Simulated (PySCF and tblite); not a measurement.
The numbers below are computed, except where a source is named.
C₄H₇F₃S, numbered as in [F:1][C:2]([F:3])([F:4])[CH2:5][CH2:6][CH2:7][SH:8].

Search: ETKDG and KDG, MMFF94s, GFN2-xTB, 150 starts; geometries at GFN2-xTB. Free energies are PBE0-D3(BJ)/pcSseg-1 single points with GFN2-xTB rigid-rotor and vibrational terms (modes under about 100 cm⁻¹ blended into free rotors). Symmetry numbers and mirror images are counted. Conformers within 3 kcal/mol (GFN2-xTB free energy) were kept, 10 at most. Run with PySCF (density fitting) and tblite.

An NOE distance is ⟨r⁻⁶⟩^(−1/6) over all pairs of like atoms and, for the average, over conformers.

Torsions listed: C2–C5–C6–C7, C5–C6–C7–S8, C6–C7–S8–H8. Of a mirror pair one member is shown.

| conformer | shape | weight % |
| --- | --- | --- |
| 1 | 178°, -62°, -62° | 32.1 |
| 2 | 175°, 66°, -80° | 14.4 |
| 3 | -64°, -59°, 89° | 12.0 |
| 4 | 179°, 176°, 62° | 11.9 |

Not shown: 6 more, 29.6 % in all.

(1) Which H–H contacts under 3.5 Å would NOEs report (pairs on one atom left out) at 298.15 K?

Answers

(1) 
```csv
pair,in 1 (Å),in 2 (Å),in 3 (Å),in 4 (Å),average (Å)
H6 ··· H7,2.58,2.56,2.55,2.69,2.59
H5 ··· H6,2.69,2.69,2.55,2.69,2.64
H7 ··· H8,2.82,2.73,2.67,2.82,2.75
H6 ··· H8,2.88,3.74,3.86,2.81,3.04
H5 ··· H7,3.02,3.04,3.64,2.78,3.06
H5 ··· H8,3.46,2.65,2.84,4.69,3.21
```

Longer pairs under the limit may be missing.


Conformer gaps in pcSseg-1 on xTB geometries can be 2 kcal/mol off for S=O, P=O and other polar bonds.